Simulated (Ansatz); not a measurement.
Calculated with Ansatz (gas phase, PBE0-D4/def2-TZVP geometries, no zero-point term in ΔE). CCSD(T)/CBS adds triple-zeta CCSD(T) − MP2 to the extrapolated MP2 energy (def2 sets, frozen cores). Functionals use def2-TZVPP. def2 core potentials past Kr. For Ge, Sn outer-core shells are correlated without core-valence functions, which leaves a few kJ/mol of doubt a bond. Scalar relativity is left out up to krypton. Each species was taken in one conformer, which may not be the lowest.

`[CH3][SnH]([OH])[F]` + `F[SiH](Cl)[NH][GeH2][Cl]` → `[CH3][Sn]([OH])([F])[Cl]` + `F[SiH](Cl)[NH][GeH3]`  (redistribution)

| species | B2PLYP energy (Eh) |
| --- | --- |
| `[CH3][SnH]([OH])[F]` | -430.28091 |
| `F[SiH](Cl)[NH][GeH2][Cl]` | -3443.38100 |
| `[CH3][Sn]([OH])([F])[Cl]` | -889.82875 |
| `F[SiH](Cl)[NH][GeH3]` | -2983.84065 |

Question: Work out ΔE.

Answer: ΔE = (-889.82875) + (-2983.84065) − (-430.28091) − (-3443.38100) = -0.00749 Eh = -19.7 kJ/mol. CCSD(T)/CBS gives -20.7 kJ/mol.

Largest T1 diagnostic among the species: 0.013.

In def2-TZVPP, CCSD(T) changes the Hartree–Fock value by +3.7 kJ/mol (the triples alone add −0.3 kJ/mol) and MP2 by +3.7 kJ/mol. The D4 term adds +3.5 kJ/mol with B3LYP and +2.0 kJ/mol with PBE0; it sums over pairs of atoms, weighted by their polarisabilities, and B3LYP, whose exchange is more repulsive, gets the larger term.

B3LYP here is the variant with VWN-RPA as its local correlation; programs differ in this.
